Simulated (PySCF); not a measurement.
## Ionisation energy of N²⁺ by level of theory

N²⁺ [He] 2s2 2p1 (2P) → N³⁺ [He] 2s2 (1S), as a difference of total energies. Calculation: PySCF 2.14, in aug-cc-pV5Z (7s6p5d4f3g2h, 127 functions); the non-relativistic Hamiltonian (point nucleus). Correlated levels: valence: 1s2 frozen. The calculations carry no spin-orbit coupling.

| method | ionisation energy (eV) | plus first-order spin-orbit estimate | difference from reference of that sum (eV) |
| --- | --- | --- | --- |
| UHF | 47.302 | 47.316 | -0.129 |
| LDA | 47.871 | 47.886 | +0.441 |
| PBE | 48.029 | 48.043 | +0.598 |
| PBE0 | 48.011 | 48.025 | +0.580 |
| r2SCAN | 48.229 | 48.243 | +0.798 |
| TPSS | 48.230 | 48.244 | +0.799 |
| M06 | 47.828 | 47.842 | +0.397 |
| M06-2X | 47.631 | 47.645 | +0.200 |
| MP2 (valence) | 47.551 | 47.565 | +0.120 |
| SCS-MP2 (valence) | 47.502 | 47.516 | +0.071 |

Reference: 47.445 eV (semi-empirical (NIST evaluation); NIST Atomic Spectra Database, ionization energies).

A first-order spin-orbit estimate (lowest level to lowest level, LS coupling) adds 0.015 eV.

Errors of the correlated levels include the incompleteness of this basis and the frozen core.
